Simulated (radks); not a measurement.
Results of a calculation; reference values are marked as such.
Task: Valence configurations of Sm+ (all share [Xe]). Level of theory: scalar-relativistic Kohn-Sham, LDA (Slater exchange, Perdew-Wang correlation), spin-polarised, spherical densities, finite nucleus; open shells are filled with parallel spins first (spin-orbit coupling, left out, can overturn this in heavy ions); Fermi nuclear charge, rms radius 5.0819 fm (a radial shooting solver on a logarithmic mesh with Libxc functionals). Order these by energy: 4f4 5d1 6s2; 4f5.5 6s1.5; 4f6 5d1; 4f7; 4f5 5d1 6s1; 4f6 5d0.5 6s0.5; 4f5 6s2; 4f6 6s1; 4f6 6s0.5 6p0.5; 4f5.5 6s1 6p0.5.

Result: From the lowest, in eV above it: 4f6 6s1 0.000; 4f6 5d0.5 6s0.5 0.636; 4f7 1.292; 4f6 5d1 1.342; 4f6 6s0.5 6p0.5 1.654; 4f5.5 6s1.5 1.688; 4f5.5 6s1 6p0.5 3.027; 4f5 5d1 6s1 4.287; 4f5 6s2 4.902; 4f4 5d1 6s2 15.052. NIST lists [Xe] 4f6 6s1 as the ground configuration; this level of theory agrees among the configurations tried. The energies are those of spherical high-spin densities, not of single terms.
